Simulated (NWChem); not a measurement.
Program: NWChem. System: H5GaS, charge 0, spin multiplicity 1, at a geometry optimised with PBE0/def2-SVP. The structure started from a generated list of species. Level: B3LYP/aug-cc-pVDZ, VWN1-RPA local correlation.

Input file:

```
start mol
memory heap 200 mb stack 900 mb global 1100 mb
geometry units angstroms nocenter noautoz noautosym
  Ga    -0.717022    -0.556179     0.074118
  H     -0.137376    -1.416467     1.259742
  H     -1.774360     0.570932     0.379285
  H     -0.601564    -1.113419    -1.397743
  S      1.340929     1.083229    -0.044590
  H      2.228931     0.221041    -0.586569
  H      1.057175     1.647801    -1.238926
end
basis spherical
  * library aug-cc-pvdz
end
dft
  xc b3lyp
  semidirect memsize 60000000 filesize 0
  iterations 100
end
task dft energy
```

NWChem printed:

```
             Northwest Computational Chemistry Package (NWChem) 7.3.0
             --------------------------------------------------------

                                NWChem Input Module
                                -------------------

 Scaling coordinates for geometry "geometry" by  1.889725989
 (inverse scale =  0.529177249)

                             Geometry "geometry" -> ""
                             -------------------------

 Output coordinates in angstroms (scale by  1.889725989 to convert to a.u.)

  No.       Tag          Charge          X              Y              Z
 ---- ---------------- ---------- -------------- -------------- --------------
    1 Ga                  31.0000    -0.71702200    -0.55617900     0.07411800
    2 H                    1.0000    -0.13737600    -1.41646700     1.25974200
    3 H                    1.0000    -1.77436000     0.57093200     0.37928500
    4 H                    1.0000    -0.60156400    -1.11341900    -1.39774300
    5 S                   16.0000     1.34092900     1.08322900    -0.04459000
    6 H                    1.0000     2.22893100     0.22104100    -0.58656900
    7 H                    1.0000     1.05717500     1.64780100    -1.23892600

 Effective nuclear repulsion energy (a.u.)     163.6177869384

            Nuclear Dipole moment (a.u.)
            ----------------------------
        X                 Y               Z
 ---------------- ---------------- ----------------
    -0.0000226767     0.0000056692     0.0000132281


 Summary of "ao basis" -> "" (spherical)
 ------------------------------------------------------------------------------
       Tag                 Description            Shells   Functions and Types
 ---------------- ------------------------------  ------  ---------------------
 *                        aug-cc-pvdz                 on all atoms

                                 NWChem DFT Module
                                 -----------------

 Summary of "ao basis" -> "ao basis" (spherical)
 ------------------------------------------------------------------------------
       Tag                 Description            Shells   Functions and Types
 ---------------- ------------------------------  ------  ---------------------
 Ga                       aug-cc-pvdz               14       36   6s5p3d
 H                        aug-cc-pvdz                5        9   3s2p
 S                        aug-cc-pvdz               11       27   5s4p2d

 Summary of "ao basis" -> "ao basis" (spherical)
 ------------------------------------------------------------------------------
       Tag                 Description            Shells   Functions and Types
 ---------------- ------------------------------  ------  ---------------------
 Ga                       aug-cc-pvdz               14       36   6s5p3d
 H                        aug-cc-pvdz                5        9   3s2p
 S                        aug-cc-pvdz               11       27   5s4p2d

            General Information
            -------------------
          SCF calculation type: DFT
          Wavefunction type:  closed shell.
          No. of atoms     :     7
          No. of electrons :    52
           Alpha electrons :    26
            Beta electrons :    26
          Charge           :     0
          Spin multiplicity:     1
          Use of symmetry is: off; symmetry adaption is: off
          Maximum number of iterations: 100
          AO basis - number of functions:   108
                     number of shells:    50
          Convergence on energy requested:  1.00D-06
          Convergence on density requested:  1.00D-05
          Convergence on gradient requested:  5.00D-04

              XC Information
              --------------
                         B3LYP Method XC Potential
                     Hartree-Fock (Exact) Exchange  0.200
                        Slater Exchange Functional  0.800 local
                    Becke 1988 Exchange Functional  0.720 non-local
              Lee-Yang-Parr Correlation Functional  0.810
                  VWN I RPA Correlation Functional  0.190 local

             Grid Information
             ----------------
          Grid used for XC integration:  medium
          Radial quadrature: Mura-Knowles
          Angular quadrature: Lebedev.
          Tag              B.-S. Rad. Rad. Pts. Rad. Cut. Ang. Pts.
          ---              ---------- --------- --------- ---------
          Ga                  1.30      112          15.0       590
          H                   0.35       45          16.0       434
          S                   1.00       88          14.0       590
          Grid pruning is: on
          Number of quadrature shells:   425
          Spatial weights used:  Erf1

          Convergence Information
          -----------------------
          Convergence aids based upon iterative change in
          total energy or number of iterations.
          Levelshifting, if invoked, occurs when the
          HOMO/LUMO gap drops below (HL_TOL):  1.00D-02
          DIIS, if invoked, will attempt to extrapolate
          using up to (NFOCK): 10 stored Fock matrices.

                    Damping( 0%)  Levelshifting(0.5)       DIIS
                  --------------- ------------------- ---------------
          dE  on:    start            ASAP                start
          dE off:    2 iters        100 iters           100 iters

      Screening Tolerance Information
      -------------------------------
          Density screening/tol_rho:  1.00D-10
          AO Gaussian exp screening on grid/accAOfunc:  14
          CD Gaussian exp screening on grid/accCDfunc:  20
          XC Gaussian exp screening on grid/accXCfunc:  20
          Schwarz screening/accCoul:  1.00D-08

      Superposition of Atomic Density Guess
      -------------------------------------

 Sum of atomic energies:       -2323.16978525

      Non-variational initial energy
      ------------------------------

 Total energy =   -2323.607215
 1-e energy   =   -3561.560445
 2-e energy   =    1074.335443
 HOMO         =      -0.352111
 LUMO         =      -0.341377

------------------------------------------------------------
EAF file 0: "./mol.aoints.0" size=524288 bytes
------------------------------------------------------------
               write      read    awrite     aread      wait
               -----      ----    ------     -----      ----
     calls:        1         0         0         0         0
   data(b): 5.24e+05  0.00e+00  0.00e+00  0.00e+00
   time(s): 0.00e+00  0.00e+00  0.00e+00  0.00e+00  0.00e+00
rate(mb/s): 0.00e+00  0.00e+00
------------------------------------------------------------

   convergence    iter        energy       DeltaE   RMS-Dens  Diis-err    time
 ---------------- ----- ----------------- --------- --------- ---------  ------
 d= 0,ls=0.0,diis     1  -2324.6080042865 -2.49D+03  3.44D+01  1.49D+00    10.7
 d= 0,ls=0.0,diis     2  -2325.8216164523 -1.21D+00  1.04D-02  1.17D+00    11.4
 d= 0,ls=0.0,diis     3  -2326.0628847028 -2.41D-01  2.95D-03  2.79D-02    12.0
 d= 0,ls=0.0,diis     4  -2326.0688051287 -5.92D-03  6.94D-04  4.98D-03    12.6
 d= 0,ls=0.0,diis     5  -2326.0695610366 -7.56D-04  2.31D-04  7.57D-04    13.3
  Resetting Diis
 d= 0,ls=0.0,diis     6  -2326.0697034498 -1.42D-04  4.68D-05  8.47D-06    14.0
 d= 0,ls=0.0,diis     7  -2326.0697049510 -1.50D-06  1.23D-05  8.44D-07    14.6
 d= 0,ls=0.0,diis     8  -2326.0697050109 -5.99D-08  5.35D-06  5.59D-07    15.3

         Total DFT energy =    -2326.069705010939
      One electron energy =    -3562.310137237725
           Coulomb energy =     1175.183919967689
    Exchange-Corr. energy =     -102.561274679309
 Nuclear repulsion energy =      163.617786938405

 Numeric. integr. density =       52.000014679544

     Total iterative time =     11.8s

                       DFT Final Molecular Orbital Analysis
                       ------------------------------------

 Vector   24  Occ=2.000000D+00  E=-3.179774D-01
              MO Center=  8.8D-01,  7.3D-01,  4.4D-03, r^2= 3.2D+00
   Bfn.  Coefficient  Atom+Function         Bfn.  Coefficient  Atom+Function
  ----- ------------  ---------------      ----- ------------  ---------------
    72      0.372448  5 S  px                73      0.344868  5 S  py
    75      0.336675  5 S  px                76      0.302483  5 S  py
     5      0.283585  1 Ga s                  4      0.149070  1 Ga s
     6     -0.127905  1 Ga s                 46      0.112966  3 H  s
    13     -0.111480  1 Ga px                37      0.111858  2 H  s

 Vector   25  Occ=2.000000D+00  E=-2.852095D-01
              MO Center= -8.5D-01, -4.5D-01,  6.0D-01, r^2= 2.8D+00
   Bfn.  Coefficient  Atom+Function         Bfn.  Coefficient  Atom+Function
  ----- ------------  ---------------      ----- ------------  ---------------
    37      0.322611  2 H  s                 46     -0.319348  3 H  s
    14     -0.248424  1 Ga py                13      0.204626  1 Ga px
    17     -0.190482  1 Ga py                16      0.157116  1 Ga px
    15      0.113021  1 Ga pz                38      0.090420  2 H  s
    47     -0.089554  3 H  s                 18      0.086770  1 Ga pz

 Vector   26  Occ=2.000000D+00  E=-2.828492D-01
              MO Center= -6.6D-01, -7.4D-01, -4.7D-01, r^2= 2.9D+00
   Bfn.  Coefficient  Atom+Function         Bfn.  Coefficient  Atom+Function
  ----- ------------  ---------------      ----- ------------  ---------------
    55      0.374612  4 H  s                 15     -0.316371  1 Ga pz
    18     -0.245413  1 Ga pz                46     -0.182691  3 H  s
    37     -0.177438  2 H  s                 14     -0.106240  1 Ga py
    56      0.102559  4 H  s                 17     -0.074813  1 Ga py
    24     -0.074363  1 Ga d  0              23     -0.066438  1 Ga d -1

 Vector   27  Occ=0.000000D+00  E=-4.179015D-02
              MO Center=  1.4D+00,  8.1D-01, -7.4D-01, r^2= 9.1D+00
   Bfn.  Coefficient  Atom+Function         Bfn.  Coefficient  Atom+Function
  ----- ------------  ---------------      ----- ------------  ---------------
    93     -0.581948  6 H  s                102     -0.583237  7 H  s
    68      0.575135  5 S  s                 67      0.483260  5 S  s
    92     -0.357906  6 H  s                101     -0.357617  7 H  s
     6      0.279330  1 Ga s                 77     -0.274755  5 S  pz
    66      0.219345  5 S  s                  5      0.175312  1 Ga s

 Vector   28  Occ=0.000000D+00  E=-2.624644D-02
              MO Center=  1.5D+00,  9.6D-01, -5.3D-01, r^2= 4.7D+00
   Bfn.  Coefficient  Atom+Function         Bfn.  Coefficient  Atom+Function
  ----- ------------  ---------------      ----- ------------  ---------------
    93      1.274192  6 H  s                102     -1.273992  7 H  s
    92      0.702674  6 H  s                101     -0.701553  7 H  s
    79      0.569509  5 S  py                76      0.472812  5 S  py
    78     -0.467966  5 S  px                75     -0.388680  5 S  px
    80     -0.260061  5 S  pz                73      0.255158  5 S  py

 Vector   29  Occ=0.000000D+00  E=-1.174974D-02
              MO Center= -8.6D-01, -7.5D-01, -8.9D-02, r^2= 1.0D+01
   Bfn.  Coefficient  Atom+Function         Bfn.  Coefficient  Atom+Function
  ----- ------------  ---------------      ----- ------------  ---------------
     6      0.966702  1 Ga s                  5      0.758586  1 Ga s
    68      0.627006  5 S  s                102     -0.591893  7 H  s
    93     -0.588258  6 H  s                 57     -0.470242  4 H  s
    39     -0.426377  2 H  s                 48     -0.425245  3 H  s
    19      0.352773  1 Ga px                78      0.347875  5 S  px

 center of mass
 --------------
 x =  -0.10292859 y =  -0.06765629 z =   0.03721754

 moments of inertia (a.u.)
 ------------------
         253.884018444734        -270.769996500622          28.939748828363
        -270.769996500622         386.777527269080          23.250161959415
          28.939748828363          23.250161959415         597.750582093629

     Multipole analysis of the density
     ---------------------------------

     L   x y z        total         alpha         beta         nuclear
     -   - - -        -----         -----         ----         -------
     0   0 0 0     -0.000000    -26.000000    -26.000000     52.000000

     1   1 0 0      0.991684      0.495853      0.495853     -0.000023
     1   0 1 0      0.602685      0.301340      0.301340      0.000006
     1   0 0 1     -0.467633     -0.233823     -0.233823      0.000013

     2   2 0 0    -23.349853   -108.668682   -108.668682    193.987511
     2   1 1 0      1.001717    -66.794317    -66.794317    134.590352
     2   1 0 1     -1.521106      8.571606      8.571606    -18.664317
     2   0 2 0    -25.280723    -74.597791    -74.597791    123.914860
     2   0 1 1     -1.540129      6.788898      6.788898    -15.117925
     2   0 0 2    -26.037981    -23.313661    -23.313661     20.589341

 Task  times  cpu:       15.3s     wall:       15.3s

 Total times  cpu:       15.3s     wall:       15.3s
```
